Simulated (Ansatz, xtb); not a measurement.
**Isomers of C4H2FNO in order of energy**

5 gas-phase structures of C4H2FNO, from a drawn sample of its isomers (lower ones may exist). Each was relaxed with GFN2-xTB:

A. `N#CCC(F)=C=O`, a singlet
B. `N#C[C@@H]1OC=C1F`, a singlet
C. `N#C[C@@H]1C=C(F)O1`, a singlet
D. `N#CC(=C=O)CF`, a singlet
E. `N#CC1=CO[C@@H]1F`, a singlet

**Question.** Estimate their order in r2SCAN-D4/def2-SVP energy at these geometries, lowest first.

**Answer.** Calculated order at r2SCAN-D4/def2-SVP: D (0.0), A (69.2), E (72.4), C (103.1), B (152.6) kJ/mol. Less than 1 kcal/mol parts A and E, so the order within that pair means little.

Energies above the lowest of each column, in kJ/mol; the last columns are at PBE-D3(BJ)/def2-SVP geometries and were run for some of them only (a dash: not run or not comparable):

```json
{"structure": "D", "GFN2-xTB": "0.0", "HF/STO-3G": "6.2", "r2SCAN-D4/def2-SVP": "0.0", "PBE-D3(BJ)/def2-SVP": "0.0", "CCSD(T)/def2-SVP + ΔMP2/def2-TZVPP": "0.0"}
{"structure": "A", "GFN2-xTB": "50.0", "HF/STO-3G": "44.6", "r2SCAN-D4/def2-SVP": "69.2", "PBE-D3(BJ)/def2-SVP": "62.4", "CCSD(T)/def2-SVP + ΔMP2/def2-TZVPP": "63.5"}
{"structure": "E", "GFN2-xTB": "60.4", "HF/STO-3G": "0.0", "r2SCAN-D4/def2-SVP": "72.4", "PBE-D3(BJ)/def2-SVP": "70.9", "CCSD(T)/def2-SVP + ΔMP2/def2-TZVPP": "78.6"}
{"structure": "C", "GFN2-xTB": "73.3", "HF/STO-3G": "9.3", "r2SCAN-D4/def2-SVP": "103.1", "PBE-D3(BJ)/def2-SVP": "–", "CCSD(T)/def2-SVP + ΔMP2/def2-TZVPP": "–"}
{"structure": "B", "GFN2-xTB": "95.2", "HF/STO-3G": "33.4", "r2SCAN-D4/def2-SVP": "152.6", "PBE-D3(BJ)/def2-SVP": "–", "CCSD(T)/def2-SVP + ΔMP2/def2-TZVPP": "–"}
```

CCSD(T)/def2-SVP + ΔMP2/def2-TZVPP puts D lowest of those it was run on; HF/STO-3G picks E. Flexible structures stand in one conformer each, not always the lowest. Frequencies (PBE-D3(BJ)/def2-SVP) were run for A, D, E alone. ΔMP2 is the change of the MP2 energy from the smaller to the larger basis.

Over these structures GFN2-xTB departs from r2SCAN-D4/def2-SVP by 15.9 kJ/mol on average once a common shift is removed. A GFN2-xTB relaxation took about 0.081 s and the r2SCAN-D4/def2-SVP energy about 1.6 s on a shared host (Ansatz 0.2.0, xtb 6.7.1).
